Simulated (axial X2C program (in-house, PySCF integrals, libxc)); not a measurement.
Potential curves of AsSe⁺, two-component

All values were computed with an axial X2C code built on PySCF integrals. Two-component (2c) means X2C with spin–orbit coupling and atomic mean-field two-electron Coulomb and Gaunt terms. Basis: Se dyall-v3z [8s9p6d1f], As dyall-v3z [9s9p6d1f] (cores contracted in-house); Gaussian nuclei, density fitting, unrestricted open shells. Masses: Se 79.917 u, As 74.922 u.

State: Ω = 0 (closed shell). Energies in cm⁻¹ from the fragments at the same level (Se+ + As). Fits are polynomials in 1 − R0/R over 0.85 to 1.23 times the lowest point R0.

| R (Å) | PBE0 |
| --- | --- |
| 1.7974 | -28634 |
| 1.8801 | -36660 |
| 1.9420 | -40073 |
| 2.0040 | -41811 |
| 2.0660 | -42252 |
| 2.1383 | -41530 |
| 2.2106 | -39834 |
| 2.3036 | -36677 |
| 2.4172 | -31926 |
| 2.5825 | -24286 |

Occupations by symmetry block were frozen at the best pattern of an incomplete PBE0 search. Closed shells are restricted here (equal orbitals for both partners); the stretched side of such a curve lies too high. Dissociation energies refer to the lowest single-determinant-based atoms at the same level and basis.

Problem. Fit the PBE0 curve near its minimum: give the equilibrium distance, the harmonic wavenumber and the well depth.

Solution. At PBE0, 2c: Re = 2.060 Å, ωe ≈ 480 cm⁻¹, De = 5.24 eV to Se+ + As; Be follows as 0.103 cm⁻¹.
